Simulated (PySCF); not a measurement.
C2H6Si, SMILES C1C[SiH2]1.

Geometry: B3LYP-D3(BJ)/def2-TZVP.

Two levels are set side by side: TDA-PBE/def2-SVPD (PySCF) and TDA-B3LYP/def2-SVPD (PySCF). Vertical, same geometry. The lowest singlet is HOMO→LUMO+1 98 % with PBE and HOMO→LUMO+1 97 % with the other functional; states are paired by order. Differences are taken from unrounded values.

| quantity | TDA-B3LYP | TDA-PBE | TDA-PBE minus TDA-B3LYP |
|---|---|---|---|
| lowest singlet excitation (eV) | 6.20 | 5.93 | -0.26 |
| lowest triplet excitation (TDA) (eV) | 5.05 | 4.86 | -0.19 |
| first bright state (f over 0.05) (eV) | 6.45 | 6.24 | -0.22 |
| its oscillator strength | 0.21 | 0.19 | -0.03 |

A lower first singlet is the usual sign of a functional without exact exchange. Differences between two approximate levels are no errors against the true value.

Rough cost on one machine, each run with all the roots and properties that it gave: TDA-B3LYP against TDA-PBE within a factor of 2.
